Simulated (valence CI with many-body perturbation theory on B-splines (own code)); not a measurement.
**Which ion has this spectrum?**

A relativistic CI+MBPT calculation for an atom or ion with 5 electrons gives these levels (eV):

```tsv
J	Parity	E	g
1/2	odd	0.0	0.60
1/2	even	333.8	1.99
3/2	odd	2491.5	1.29
3/2	even	2728.4	1.60
5/2	even	2771.1	1.29
1/2	even	2858.5	1.27
3/2	even	2859.9	0.97
3/2	odd	3203.2	1.30
5/2	even	5237.6	1.41
1/2	even	5366.1	1.91
3/2	even	5366.6	1.16
3/2	odd	5635.5	1.42
5/2	odd	5657.7	1.15
1/2	odd	5726.9	0.60
```

The energies are calculated, and their last digits are not significant.

(1) Which is it?
A. Bi78+
B. Pb77+
C. At80+
D. Rn81+

Answers

(1) A. Bi78+, ground level (2s^2 2p1/2) J=1/2.
